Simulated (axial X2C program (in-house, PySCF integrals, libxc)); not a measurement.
Nuclear properties of NiCl⁺

Calculated with an in-house all-electron X2C program for linear molecules (integrals from PySCF): two-component X2C with atomic mean-field Coulomb and Gaunt terms, Gaussian nuclei, basis Ni dyall-cv3z, Cl dyall-av3z with contracted cores.

R = 1.995 Å (near the PBE0 minimum at charge 1 of the determinant lowest at the starting distance; the state shown can have its own minimum elsewhere).

Determinant lowest in the PBE0 search, Ω = 1 (⟨Sz⟩ = 0.99, ⟨Lz⟩ = 0.01 at PBE0), spin on the atoms Ni 0.77, Cl 0.23:

| level | Eeff magnitude (GV/cm) | Ws magnitude Ni (kHz) | A∥/gI Ni (MHz) | qzz Ni (a.u.) | A∥/gI Cl (MHz) | qzz Cl (a.u.) |
| --- | --- | --- | --- | --- | --- | --- |
| PBE0 | 0.247 | 0.0496 | 189 | 2.22 | -70.5 | 0.52 |
| PBE | 0.217 | 0.0412 | 164 | 2.23 | -110 | 0.03 |
| LDA | 0.193 | 0.0313 | 148 | 2.24 | -121 | -0.11 |
| BHandHLYP | 0.253 | 0.0516 | 226 | 2.39 | -35.4 | 1.20 |

Eeff is the effective electric field on the electron electric dipole moment in this Ω state and Ws the scalar–pseudoscalar constant of the nucleus named (defined with the proton number Z and per Ω); A∥ (defined per Ω) follows by multiplying with gI = μI/(I μN); qzz is the electric field gradient, eQq0 = 234.96 MHz × Q/barn × qzz. The operators were transformed with the bare-nucleus X2C matrices; with these basis sets, hyperfine constants and field gradients can be off by tens of per cent, and where levels differ in sign neither size nor sign is settled.

(1) With gI(61Ni) = -0.5000, Q(61Ni) = 0.162 barn (g factors from the IAEA table of nuclear moments by Stone; Q from Pyykkö, Mol. Phys. 2018), turn the PBE0 values of the first state into constants in MHz.

Each state is one determinant with collinear spin, which with several unpaired electrons need not be a pure state. With several open shells hyperfine constants can be off by a factor of several. Open-shell Ω = 0 determinants with evenly filled partner blocks cannot be reached by this program, so the Ω shown need not be the lowest component. Left out as unconverged or as another state under the same occupation: HF in at least one table. States lie within half an eV, so the first need not be the ground state. Further determinants of the search, some of them spin-mixed, are not shown. Where a field gradient or hyperfine factor spreads by more than a factor of two over the levels, a constant derived from it is not to be relied on.

Results:

(1) A∥(61Ni) = 189 × -0.5000 = -94.5 MHz; eQq0(61Ni) = 234.96 × (0.162) × (2.22) = 84.5 MHz.
